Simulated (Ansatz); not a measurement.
Born–Oppenheimer molecular dynamics of CH$_{7}$BFN (11 atoms, charge 0, multiplicity 1). It starts at the highest image of a converged band. Of that band: Neighbouring images differ by up to 1.4 eV, so the band resolves the path poorly. A vibrational analysis at the climbing image gives one clearly imaginary mode, 1517i cm⁻¹: a first-order saddle point.

Theory: RHF/def2-SVP in Ansatz.

```yaml
ensemble: NVE (velocity Verlet)
time_step: 0.5 fs
steps_asked: 200
starting_velocities_drawn_for: 300 K
seed: 2551
```

First frame:

```xyz
11
Properties=species:S:1:pos:R:3
B -0.009 -0.099 0.167
N -0.072 -0.213 1.699
H -0.964 -0.071 2.137
H 0.655 0.239 2.223
H 1.017 0.360 -0.250
C -1.373 0.065 -0.618
H -2.192 -0.508 -0.174
H -1.666 1.120 -0.623
H -1.271 -0.247 -1.659
F 0.331 -1.866 0.266
H 0.184 -1.398 1.276
```

(1) How far do the bonds stretch over the last three quarters of this one trajectory? (Pairs bonded in most of those frames.)

Answers

(1) 
```tsv
bond	mean (Å)	spread (Å)	shortest	longest
B1–N2	1.409	0.024	1.37	1.49
B1–H5	1.209	0.035	1.15	1.26
B1–C6	1.586	0.019	1.55	1.62
N2–H3	1.004	0.018	0.97	1.04
N2–H4	1.001	0.016	0.97	1.03
C6–H7	1.096	0.028	1.05	1.14
C6–H8	1.095	0.011	1.07	1.12
C6–H9	1.095	0.013	1.07	1.12
F10–H11	0.910	0.039	0.85	0.97
```

Mean temperature of the second half: 880 K. The conserved energy stayed within 0.36 meV per atom of its start (net change 0.25 meV per atom), so the integration is sound. The kinetic energy rose, since the run started high on the potential surface and went downhill. It ends in pieces (CH6BN + FH), so much of that is their flight and rotation, not heat. A run of 0.1 ps of so small a system gives no equilibrium averages. The orbitals stay closed-shell, which can raise the energy where a bond breaks towards radicals; this wasn't checked here.

Run time: 4 min on 1 thread of Arm Neoverse V2, on a shared host, peak memory 0.16 GiB.
